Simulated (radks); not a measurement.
Question: S2+, configuration [Ne] 3s2 3p2 (the NIST ground configuration). Calculated with a radial shooting solver on a logarithmic mesh with Libxc functionals: Dirac Kohn-Sham, LDA (Slater exchange, Perdew-Wang correlation), spin-unpolarised, spherical densities, finite nucleus; open shells fill j = l - 1/2 first; Fermi nuclear charge, rms radius 3.2611 fm. Some entries of the table are withheld. Estimate them.

| orbital | occ. | eigenvalue (hartree) | <1/r> (bohr^-1) |
|---|---|---|---|
| 1s1/2 | 2 | (1) | 15.62 |
| 2s1/2 | 2 | -8.68776 | 3.061 |
| 2p1/2 | 2 | -6.72700 | 2.974 |
| 2p3/2 | 4 | -6.68053 | 2.954 |
| 3s1/2 | 2 | -1.44678 | (2) |
| 3p1/2 | 2 | -1.03365 | 0.7707 |
| 3p3/2 | 0 | -1.02930 | 0.7675 |

Answer: 
(1) 1s1/2 eigenvalue (hartree): -89.05635
(2) 3s1/2 <1/r> (bohr^-1): 0.8775
